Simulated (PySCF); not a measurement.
Isomers of C5H13GaO, from PySCF 2.14.0, PBE0-D3(BJ)/def2-SVP geometry optimisation, gas phase. One conformer each, no zero-point energy, no frequencies.

Question: Which isomer lies lower at this level?
A. `[CH2:1]=[CH:2][CH2:3][GaH2-:4][O+:5]([CH3:6])[CH3:7]` with C1–C2–C3–Ga4 -110°, C2–C3–Ga4–O5 48°, C3–Ga4–O5–C6 63°: A = 1713, B = 1588, C = 1034 MHz, dipole 3.44 D
B. `[CH3:1][C@@H:2]1[CH2:3][CH2:4][O+:5]([GaH3-:6])[CH2:7]1` with C1–C2–C3–C4 -118°, C2–C3–C4–O5 20°, C3–C4–O5–Ga6 105°, C4–O5–C7–C2 40°: A = 2961, B = 1044, C = 929.6 MHz, dipole 4.79 D

Answer: B. That is `C1[O+](CC[C@H]1C)[GaH3-]`, 20.4 kcal/mol below the other.

| SMILES | mapped SMILES | E (Eh) | relative (kcal/mol) | relative (kJ/mol) | dipole (D) |
| --- | --- | --- | --- | --- | --- |
| C[C@@H]1CC[O+]([GaH3-])C1 | [CH3:1][C@@H:2]1[CH2:3][CH2:4][O+:5]([GaH3-:6])[CH2:7]1 | -2197.40642 | 0.0 | 0.0 | 4.79 |
| C=C[CH2][GaH2-][O+](C)C | [CH2:1]=[CH:2][CH2:3][GaH2-:4][O+:5]([CH3:6])[CH3:7] | -2197.37394 | 20.4 | 85.3 | 3.44 |
